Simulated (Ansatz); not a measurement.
Reaction (redistribution): `NB1O[SiH2]1` + `B/C=C(\F)Cl` → `ClB1O[SiH2]1` + `B/C=C(/N)F`

Program: Ansatz. Geometries: PBE0-D4/def2-TZVP. ΔE: electronic, gas phase. CBS: MP2 limit from def2 TZ/QZ plus the TZ coupled-cluster correction, frozen cores. Double bonds are as drawn, so ΔE can hold a change between cis and trans. DFT in def2-TZVPP. Each species was taken in one conformer, which may not be the lowest.

```tsv
level	ΔE (kcal/mol)
LDA (SPW92)	-9.1
B97M-V	-9.3
r2SCANh-D4	-9.2
LC-ωPBE	-8.6
```

Question: What does CCSD(T)/CBS give? (Best estimate.)

Answer: Computed: -7.0 kcal/mol. The listed levels differ from it by -2.1, -2.3, -2.2, -1.6 kcal/mol.

Largest T1 diagnostic among the species: 0.015.

From BLYP to BHLYP (50 % exact exchange), in def2-TZVPP and without D4, ΔE moves by −1.5 kcal/mol. At CCSD(T), def2-SVP lies −4.2 kcal/mol from the extrapolated value and def2-TZVPP −0.4 kcal/mol.
